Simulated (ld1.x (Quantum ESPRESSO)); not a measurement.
**u(r) = r·R(r): atom against pseudo-atom (N (Z = 7))**

Columns: radius, all-electron u(r) and pseudo u(r) of the 2p shell (level -13.58 eV) of nitrogen in the configuration [He] 2s2 2p2.5; LDA (PZ), scalar-relativistic, RRKJ scheme, ld1.x (Quantum ESPRESSO) 7.5.

```tsv
r (bohr)	all-electron	pseudo
0.118	0.1021	0.0271
0.235	0.2844	0.1039
0.353	0.4616	0.2215
0.470	0.6027	0.3628
0.588	0.7048	0.5126
0.705	0.7695	0.6510
0.822	0.8035	0.7650
0.940	0.8134	0.8454
1.058	0.8050	0.8869
1.175	0.7835	0.8910
1.292	0.7531	0.8642
1.410	0.7165	0.8146
1.528	0.6763	0.7521
1.645	0.6347	0.6861
1.763	0.5922	0.6222
1.880	0.5505	0.5651
1.998	0.5095	0.5149
2.115	0.4704	0.4717
2.232	0.4330	0.4332
2.350	0.3974	0.3974
2.468	0.3640	0.3640
2.585	0.3329	0.3329
2.702	0.3040	0.3040
2.820	0.2770	0.2770
2.938	0.2519	0.2519
3.055	0.2291	0.2291
```

(1) How many radial nodes do the two functions have?

(2) At about which radius was the pseudo-wave matched?

(3) Is the pseudo-wave norm-conserving?

## Answers

(1) The all-electron 2p function has n − l − 1 = 0; the pseudo-wave has 0.

(2) 2.35 bohr. The columns agree to 0.0005 from 2.23 bohr on; several derivatives are matched, so the curves merge somewhat inside the radius.

(3) Yes: the RRKJ scheme keeps the norm inside the radius equal to the all-electron one, which fixes the energy derivative of the logarithmic derivative at the level.
